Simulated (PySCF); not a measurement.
Compound: C6H10N2Si.
Z-matrix (Å and degrees, PBE0-D3(BJ)/def2-SVP geometry), rows numbered from 1:
```
C 
C   1  1.3339
C   2  1.5013  1  125.01
C   3  1.4929  2  113.29  1   125.28
C   4  1.3739  3  131.03  2   119.14
N   5  1.3685  4  111.00  3  -179.99
C   6  1.3034  5  105.15  4     0.13
N   7  1.3775  6  112.97  5    -0.08
Si  8  1.7813  4  130.00  3     1.98
H   1  1.0951  2  121.37  3     0.44
H   1  1.0928  2  121.50  3  -179.88
H   2  1.0969  1  119.50  3   179.16
H   3  1.1027  2  109.41  1  -115.70
H   3  1.1045  2  109.67  1     0.57
H   5  1.0901  4  127.04  3     0.48
H   7  1.0913  6  125.52  5  -179.58
H   9  1.4896  8  104.34  4  -162.47
H   9  1.4872  8  111.75  4    78.79
H   9  1.4872  8  109.17  4   -44.07
```

The closed-shell ground state was solved at several levels (PySCF, density fitting, gas phase, non-relativistic).

```csv
level,basis functions,total energy (Eh),HOMO (eV),LUMO (eV),gap (eV),dipole (D)
KT3/pcSseg-1,210,-641.3663,-5.46,-1.13,4.33,3.36
CAM-B3LYP/def2-SVPD,264,-633.1372,-7.79,0.69,8.48,3.67
```

Question: What might PBE0/pcSseg-1 (210 basis functions) give for the same quantities?

Answer: Total energy -633.0571 Eh, HOMO -6.52 eV, LUMO -0.23 eV, gap 6.29 eV, dipole 3.60 D.

Question: Over all these levels, which gives the widest orbital gap and which the narrowest?

Answer: CAM-B3LYP/def2-SVPD (range-separated hybrid) has the widest, 8.48 eV, and KT3/pcSseg-1 (GGA) the narrowest, 4.33 eV. Functional and basis both differ between the two, so the spread mixes both effects.

Question: How far do the dipole and the HOMO energy spread over the levels?

Answer: The dipole runs from 3.36 to 3.67 D (mean 3.54 D) and the HOMO from -7.79 to -5.46 eV.

One conformer stands for the species.
